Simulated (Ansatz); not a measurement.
Geometry optimisation, Ansatz 0.2.0, RKS r2SCAN-D4/6-31G.

Input:

```yaml
crystal:
  periodic: [false, false, false]
  atoms:
    - { symbol: C, position_ang: [-0.3025, -1.9102, -0.6405] }
    - { symbol: C, position_ang: [-0.1409, -0.7564, -0.2513] }
    - { symbol: Si, position_ang: [0.1611, 0.9805, 0.3586] }
    - { symbol: F, position_ang: [-0.3874, 2.0362, -0.6549] }
    - { symbol: H, position_ang: [-0.5409, -2.8573, -1.0304] }
    - { symbol: H, position_ang: [-0.4087, 1.1969, 1.7136] }
    - { symbol: H, position_ang: [1.6804, 1.2422, 0.4591] }
basis:
  gaussian: { orbitals: "6-31G" }
hamiltonian:
  xc: r2scan
  dispersion: d4
relax:
  f_tol: 0.02
  max_steps: 40
scf:
  lower_state_search: "off"
```

Command:

```bash
$ ansatz run input.yaml --threads 1 --pin off --max-ram 2048MiB --backend cpu --events-out ev --progress --plain --runs-dir out
```

Where does it end, and by what steps?

The forces met the threshold. Limits of this set-up: no polarisation functions. After 5 steps the energy has fallen by 0.392 eV; F4 moved furthest, 0.09 Å.

| step | energy less start (eV) | largest force component (eV/Å) | accepted |
| --- | --- | --- | --- |
| 0 | 0.0000 | 3.586 | yes |
| 1 | -0.2745 | 2.031 | yes |
| 2 | -0.3813 | 0.278 | yes |
| 3 | -0.2216 | 5.471 | no |
| 4 | -0.3901 | 0.082 | yes |
| 5 | -0.3917 | 0.017 | yes |

```xyz
7
Properties=species:S:1:pos:R:3
C -0.334 -1.865 -0.652
C -0.093 -0.753 -0.204
Si 0.223 0.958 0.390
F -0.451 2.058 -0.717
H -0.536 -2.844 -1.027
H -0.444 1.168 1.714
H 1.698 1.211 0.450
```

Run time: 12 s on 1 thread of Arm Neoverse V2, on a shared host, peak memory 0.11 GiB.
